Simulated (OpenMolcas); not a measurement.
Levels of Au by method

* Program: OpenMolcas
* Basis: ANO-RCC-VQZP [9s8p6d4f2g1h]
* Scalar Hamiltonian: DKH2, point nucleus
* Active space: 11 electrons in 6 orbitals (5d 6s)
* State averaging: 2S+1 = 2 even, 6 roots
* Spin-orbit coupling: state interaction with AMFI integrals over the reference wave functions, term energies averaged over their components

Methods on the same reference wave functions:
A. CASSCF
B. SS-CASPT2, IPEA 0.25 Eh, imaginary shift 0.1 Eh (closed shells correlated: 5s 5p)

Energies in cm⁻¹ above 5d¹⁰ 6s ²S_1/2, the measured ground level; measured values from NIST Handbook of Basic Atomic Spectroscopic Data.

```
         Level      A      B  Measured
5d¹⁰ 6s ²S_1/2    0.0    0.0       0.0
5d⁹ 6s² ²D_5/2   5328   7580      9161
5d⁹ 6s² ²D_3/2  17569  19820     21435
```

Deviations, from unrounded energies. A percentage is the sum of absolute deviations over the sum of measured energies, with the sign that they share, or ± where signs differ.

```tsv
Against measurement	Levels	A	B
mean absolute deviation (cm-1)	2	3800	1600
other configurations (%)	2	-25.2	-10.5
```

B lies closest to measurement on these levels. The largest miss of B in the table is 5d⁹ 6s² ²D_3/2, by -1600 cm-1. The ranking rests on the paired levels alone, and a cruder setting can come out closer through cancelling errors.

The lowest spin-free term lies below A's lowest term by 0.693 hartree in B.

CASPT2 does not keep the components of a term degenerate, so their means are used; among the terms shown or strongly mixed into the levels shown the widest spread is 340 cm-1 (5d⁹ 6s² ²D, B). A single d shell beside an s shell can misplace configurations of different d count against each other. Without dynamic correlation excited terms often stand tens of per cent too high (terms of higher spin than the ground term too low), and those without a measured partner can miss by more than the paired ones (holds for A). Computed and measured levels are paired by configuration, term and J; levels that our copy of the source lacks, or whose pairing is in doubt (as where it misses far off the trend of its configuration), stay unpaired and out of the deviations. Only configurations of the active space appear.
